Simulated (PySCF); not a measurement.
C2H4NO, SMILES C[N]C=O, multiplicity 2.

Geometry optimised at PBE0-D3(BJ)/def2-SVP. The isomer is the one that the SMILES or the coordinates give; other isomers of the formula were not compared. Other conformers were not sampled.

Method: TDA-LC-ωPBE/def2-SVPD (PySCF).

Vertical excitations. The molecule is in vacuum.

```
state    energy (eV)  λ (nm)      f                                                                                             main pairs
-------  -----------  ------  -----  -----------------------------------------------------------------------------------------------------
root 1          1.38     899  0.002                                                                   β HOMO→LUMO 80 %, β HOMO−1→LUMO 15 %
root 2          2.49     498  0.003                                                                   β HOMO−1→LUMO 76 %, β HOMO→LUMO 15 %
root 3          5.11     242  0.007                                                α HOMO→LUMO 19 %, α HOMO→LUMO+1 6 %, β HOMO−2→LUMO 47 %
root 4          5.44     228  0.004      α HOMO→LUMO 39 %, α HOMO−1→LUMO 18 %, α HOMO→LUMO+1 13 %, α HOMO−1→LUMO+1 6 %, β HOMO−2→LUMO 11 %
root 5          6.15     202  0.001        α HOMO→LUMO 5 %, β HOMO−3→LUMO 38 %, β HOMO→LUMO+2 15 %, β HOMO−1→LUMO+2 8 %, β HOMO→LUMO+1 6 %
root 6          6.35     195  0.005       α HOMO−1→LUMO 7 %, β HOMO→LUMO+2 30 %, β HOMO−2→LUMO 22 %, β HOMO→LUMO+1 13 %, β HOMO−5→LUMO 6 %
root 7          6.74     184  0.008  α HOMO−2→LUMO 17 %, β HOMO−3→LUMO 22 %, β HOMO−1→LUMO+2 21 %, β HOMO−5→LUMO 10 %, β HOMO−1→LUMO+1 8 %
root 8          6.90     180  0.115      α HOMO−1→LUMO 22 %, α HOMO−2→LUMO 11 %, β HOMO−3→LUMO 24 %, β HOMO−4→LUMO 11 %, β HOMO−2→LUMO 8 %
root 9          7.30     170  0.018                        α HOMO−2→LUMO 36 %, α HOMO−2→LUMO+1 8 %, β HOMO−5→LUMO 30 %, β HOMO−4→LUMO 14 %
root 10         7.57     164  0.019   α HOMO−1→LUMO 5 %, β HOMO−4→LUMO 33 %, β HOMO−5→LUMO 29 %, β HOMO−1→LUMO+2 11 %, β HOMO−1→LUMO+1 5 %
```
Unrestricted roots are not spin-pure.
